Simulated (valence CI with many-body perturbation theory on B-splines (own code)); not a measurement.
Missing levels of Bi34+

Computed by relativistic CI+MBPT: three valence electrons over a frozen Dirac-Fock core [Kr] 4d10, radial functions for each j: 7 s, 7 p, 7 d, 7 f, 4 g, 2 h, with the one-electron correlation potential Σ1 (screened to all orders), the two-electron term Σ2, the three-electron term Σ3, Breit, model QED; selected single and double excitations, second order for the rest, scaled by the run's own slope (own B-spline code, finite nucleus).

No measured spectrum was set against this ion. As an estimate, large intervals hold to a few tenths of a per cent, small ones and those within an open d or f shell to about a per cent. Excitations out of the core, of the other parity, are not computed and may begin above about 202 eV (a cautious bound); beyond it only levels of the ground parity were kept, without lifetimes.

| Level | E (eV) |
| --- | --- |
| (4f5/2^3) J=9/2 | 0.000 |
| (4f5/2^3) J=3/2 | ? |
| (4f5/2^2 4f7/2) J=11/2 [a] | 6.205 |
| (4f5/2^3) J=5/2 | 8.929 |
| (4f5/2^2 4f7/2) J=9/2 | 9.672 |
| (4f5/2^2 4f7/2) J=13/2 | ? |
| (4f5/2^2 4f7/2) J=5/2 [a] | 11.523 |
| (4f5/2^2 4f7/2) J=3/2 [a] | 11.662 |
| (4f5/2^2 4f7/2) J=7/2 [a] | ? |
| (4f5/2^2 4f7/2) J=15/2 | ? |
| (4f5/2^2 4f7/2) J=7/2 [b] | 13.924 |
| (4f5/2^2 4f7/2) J=11/2 [b] | ? |
| (4f5/2 4f7/2^2) J=13/2 [a] | 16.130 |
| (4f5/2^2 4f7/2) J=1/2 | 16.219 |
| (4f5/2^2 4f7/2) J=3/2 [b] | 16.280 |
| (4f5/2 4f7/2^2) J=9/2 [a] | 16.386 |
| (4f5/2^2 4f7/2) J=5/2 [b] | 16.671 |
| (4f5/2 4f7/2^2) J=9/2 [b] | 18.508 |
| (4f5/2 4f7/2^2) J=7/2 [a] | ? |
| (4f5/2 4f7/2^2) J=15/2 | 18.815 |

Levels are named by their leading jj configuration (3d3/2^4 stands for four electrons in 3d with j = 3/2), which in mixed levels can hold well under half, so a name can repeat and another be missing. Letters in brackets count levels of one name in rising energy.

(1) The levels stand in rising order. What does the calculation give for the missing energies?

Answers

(1) (4f5/2^3) J=3/2 5.740; (4f5/2^2 4f7/2) J=13/2 10.275; (4f5/2^2 4f7/2) J=7/2 [a] 11.815; (4f5/2^2 4f7/2) J=15/2 13.155; (4f5/2^2 4f7/2) J=11/2 [b] 15.962; (4f5/2 4f7/2^2) J=7/2 [a] 18.801.
